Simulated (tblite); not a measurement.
C₃H₁₀N₂O₂Si₂.
Numbering: `[CH3:1]/[C:2]([CH:3]=[O:4])=[N:5]\[NH:6][SiH2:7][O:8][SiH3:9]` (hydrogens: H10, H11, H12 on C1; H13 on C3; H14 on N6; H15, H16 on Si7; H17, H18, H19 on Si9)

Computed with GFN2-xTB (tblite), gas phase: L-BFGS steps from a force-field or distance-geometry start until the largest atomic force falls under 0.01 eV/Å.

Step 0: E = -790.1930 eV
```
atom  x, y, z in Å  |  force x, y, z in eV/Å
C1      2.3907    1.1868    1.0472   -0.737   0.077   0.028
C2      2.3642   -0.0780    0.2377    0.973  -1.110  -0.349
C3      3.7079   -0.7451   -0.0469   -1.078   1.303   0.568
O4      4.7523   -0.2599    0.3314   -0.459  -0.503  -0.302
N5      1.3136   -0.6857   -0.2154   -0.349   1.373   0.698
N6      0.0947   -0.1323    0.0153    0.108  -0.824  -0.473
Si7    -1.3868   -0.8485   -0.5685   -0.193  -0.158   0.141
O8     -2.5893    0.1502   -0.0396   -0.124  -0.399  -0.279
Si9    -4.2390    0.2115   -0.1436   -0.114   0.060   0.028
H10     1.7995    1.0470    1.9699    0.183   0.101  -0.312
H11     1.9327    1.9935    0.4566    0.097  -0.087   0.214
H12     3.3912    1.4858    1.3265    0.198  -0.192  -0.123
H13     3.6198   -1.6680   -0.6297    0.093  -0.080  -0.009
H14    -0.0143    0.7243    0.5432    0.492   0.147   0.134
H15    -1.5563   -2.1901    0.0288   -0.009   0.326  -0.089
H16    -1.3744   -0.8960   -2.0323   -0.046   0.073   0.111
H17    -4.8317   -0.9925    0.4799    0.278   0.208  -0.140
H18    -4.7300    1.4143    0.5702    0.446  -0.261  -0.125
H19    -4.6543    0.2920   -1.5617    0.240  -0.056   0.279
```

**Question.** Estimate the geometry and energy of step 1. (The exact step hangs on the optimiser's Hessian estimate; all steps are aligned on step 0, rigid shifts and turns removed.)

**Answer.** E = -790.2930 eV, largest force 0.829 eV/Å
```
atom  x, y, z in Å  |  force x, y, z in eV/Å
C1      2.3801    1.1879    1.0476    0.052  -0.138  -0.091
C2      2.3781   -0.0938    0.2327    0.177   0.149   0.286
C3      3.6925   -0.7265   -0.0388   -0.818   0.048  -0.127
O4      4.7457   -0.2671    0.3271   -0.006  -0.088  -0.027
N5      1.3086   -0.6661   -0.2054   -0.171   0.334   0.106
N6      0.0962   -0.1441    0.0085    0.060   0.115   0.104
Si7    -1.3896   -0.8508   -0.5665   -0.220  -0.172  -0.017
O8     -2.5911    0.1445   -0.0436   -0.107  -0.338  -0.229
Si9    -4.2407    0.2123   -0.1432   -0.054   0.016   0.002
H10     1.8021    1.0484    1.9655    0.014   0.042  -0.089
H11     1.9341    1.9923    0.4596   -0.009   0.024   0.076
H12     3.3941    1.4831    1.3248   -0.114  -0.219  -0.165
H13     3.6212   -1.6691   -0.6298    0.010   0.259   0.180
H14    -0.0073    0.7264    0.5451    0.395  -0.236  -0.116
H15    -1.5565   -2.1854    0.0275   -0.022   0.209  -0.034
H16    -1.3751   -0.8949   -2.0307   -0.043   0.069   0.110
H17    -4.8277   -0.9896    0.4780    0.238   0.144  -0.103
H18    -4.7237    1.4106    0.5684    0.407  -0.167  -0.069
H19    -4.6509    0.2912   -1.5577    0.211  -0.048   0.203
```

The energy changes by -0.0999 eV. The first-order estimate −F·Δx gives -0.1662 eV and the mean of the old and new forces, exact on a quadratic surface, -0.0994 eV. The step makes an angle of 0° with the force vector and moves no atom by more than 0.025 Å.

What follows is the cost of the whole relaxation. Time: 1.1 s wall. Hardware: one thread, Arm Neoverse N1 (aarch64), shared host.
